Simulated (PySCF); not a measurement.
A GIAO shielding run with PySCF 2.14.0 with density-fitted response routines (density fitting, non-relativistic, gas phase) on SMILES C[C@@H](F)C1=C[SiH2]CC=CC1, C8H13FSi:

```
$ OMP_NUM_THREADS=1 python probes_run.py task.json out

{"job": {"kind": "nmr", "xc": "PBE0", "basis": "pcSseg-1"}, "charge": 0, "multiplicity": 1}
C     -2.824089    -0.359701     0.610857
C     -2.195023     0.290458    -0.617700
F     -2.710136     1.569102    -0.742009
C     -0.688926     0.324475    -0.514078
C     -0.035774     1.433806    -0.179028
Si     1.814342     1.646821     0.051590
C      2.689762    -0.051524    -0.012193
C      1.924888    -1.051640     0.783503
C      0.716790    -1.483652     0.450569
C     -0.019513    -1.005451    -0.769454
H     -3.907930    -0.345165     0.523288
H     -2.485975    -1.386803     0.704202
H     -2.532877     0.192579     1.501235
H     -2.502119    -0.234074    -1.534167
H     -0.632981     2.321683    -0.009185
H      2.368728     2.497984    -1.011330
H      2.048425     2.260268     1.367064
H      2.748395    -0.374695    -1.053762
H      3.711346     0.025078     0.355437
H      2.388548    -1.410029     1.692406
H      0.199806    -2.198005     1.075430
H      0.685156    -0.889482    -1.596734
H     -0.765596    -1.745050    -1.065860
```

Hardware: 1 thread of an AMD EPYC, shared host. The job also computes population analyses, field gradients, ring-centre shieldings.

Problem. How large is the calculation?

Solution. 84 electrons, 242 basis functions and 1272 auxiliary functions.

Problem. How long does it take, and how much memory does it need?

Solution. 2.6 min of wall time, with 14 SCF cycles and 5 response iterations; peak memory 1.1 GiB. Times on a shared host scatter by some tens of per cent.
